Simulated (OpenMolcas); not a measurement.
Ag2+: moving the ligands

Ag2+ with 5 ligands (water) in trigonal bipyramidal coordination (C2v) at 2.12 Å, the axial distance 2.035 Å. Ligand basis ANO-RCC-VDZP.

```yaml
Program: OpenMolcas
Method: CASSCF
Basis: ANO-RCC-VTZP [7s6p4d2f1g]
Scalar_Hamiltonian: DKH2, point nucleus
Active_space: 9 electrons in 5 orbitals (4d)
State_averaging: 2S+1 = 2 even, 5 roots
Spin-orbit_coupling: state interaction with AMFI integrals over the reference wave functions
```

Runs around this geometry, states. Energies in cm-1 above the lowest state or level, χT in cm3 K/mol.

| R (Å) | Axial / equatorial distance | Ground state | First state of that spin | First gap with spin-orbit (degeneracies) | χT at 300 K |
| --- | --- | --- | --- | --- | --- |
| 2.12 | 0.96 | 2S+1 = 2 | 12965 | 11642 (2, 2) | 0.525 |
| 2.38 | 0.96 | 2S+1 = 2 | 6530 | 5356 (2, 2) | 0.682 |
| 2.24 | 1.056 | 2S+1 = 2 | 4840 | 3721 (2, 2) | 0.701 |

With metal d orbitals alone the field can be off either way by tens of per cent. Ligand-to-metal charge-transfer states are missing. No measured value stands beside these numbers; the geometry was imposed, not optimised, and the real ion may take another.

A state without a sure symmetry label is named by its multiplicity alone.
